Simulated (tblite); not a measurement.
Species: C₄H₁₂N₂O₃Si.
Atom-mapped SMILES: `[CH3:1][O:2][Si@@:3]([NH2:4])([OH:5])[C:6](=[O:7])[N:8]([CH3:9])[CH3:10]` (hydrogens: H11, H12, H13 on C1; H14, H15 on N4; H16 on O5; H17, H18, H19 on C9; H20, H21, H22 on C10)

The geometry is computed with GFN2-xTB (gas phase).

List the bond lengths, angles and torsions at this level.

```tsv
bond	length (Å)	order
C1–O2	1.403	single
O2–Si3	1.628	single
Si3–N4	1.733	single
Si3–O5	1.635	single
Si3–C6	1.907	single
C6=O7	1.232	double
C6–N8	1.341	single
N8–C9	1.445	single
N8–C10	1.436	single
C1–H11, C1–H12, C1–H13	1.091	single
N4–H14, N4–H15	1.008	single
O5–H16	0.957	single
C9–H17, C9–H18, C9–H19	1.091	single
C10–H20, C10–H21, C10–H22	1.091	single
```

Bonds in one row agree within 0.01 Å and their mean is given. Orders are formal, as drawn. A selection of angles:
```tsv
angle	degrees
C1–O2–Si3	125.3
O2–Si3–N4	108.3
O2–Si3–O5	109.5
O2–Si3–C6	111.8
N4–Si3–O5	114.7
N4–Si3–C6	106.9
O5–Si3–C6	105.6
Si3–C6–O7	114.7
Si3–C6–N8	123.9
O7–C6–N8	121.3
C6–N8–C9	120.4
C6–N8–C10	124.0
C9–N8–C10	115.6
H14–N4–Si3	118.5
H15–N4–Si3	118.6
H16–O5–Si3	116.4
```

Dihedral angles: C1–O2–Si3–N4 -81° (synclinal); O2–Si3–C6–O7 -137° (anticlinal); Si3–C6–N8–C9 176° (antiperiplanar); H16–O5–Si3–O2 134° (anticlinal).

N4 (silicon-bound nitrogen) is pyramidal (angles 118.6°, 118.5° and 109.4°, sum 346.5°, 0.25 Å off the plane of its three neighbours). O5 (silanol oxygen) is bent (angle 116.4°). N8 (nitrogen bound to a carbonyl carbon) is planar (angles 124.0°, 120.4° and 115.6°, sum 360.0°, 0.01 Å off the plane of its three neighbours). Of the pairs four or more bonds apart, Si3···H20 is among the closest relative to their van der Waals radii: 2.62 Å, 79 % of the sum of Bondi's values. Si3 (oxygen-bound silicon) is distorted tetrahedral (angles from 105.6° to 114.7°). The C–N distances run from 1.341 Å (C6–N8, drawn single) to 1.445 Å (N8–C9, drawn single), a spread of 0.104 Å. The 2 C–O bonds span 1.232 Å (C6=O7, drawn double) to 1.403 Å (C1–O2, drawn single), a spread of 0.171 Å.

Point group: C1 (no symmetry element, even within 0.4 Å). Its GFN2-xTB frequencies are all real (lowest 27 cm⁻¹). One conformer, not necessarily the lowest (C1–O2–Si3–N4 -81°, O2–Si3–N4–H 51° and -173°, O2–Si3–O5–H 134°, O2–Si3–C6–O7 -137°, Si3–C6–N8–C9 176°). 3 starts were optimised and ended at 0.00, 0.47 and 5.39 kcal/mol (GFN2-xTB); the lowest of these is shown.

Hardware: an Arm Neoverse N1 with one thread, no GPU, shared host with 64 logical CPUs at a one-minute load of 59. Cost: 3.4 s wall. This is the geometry optimisation.
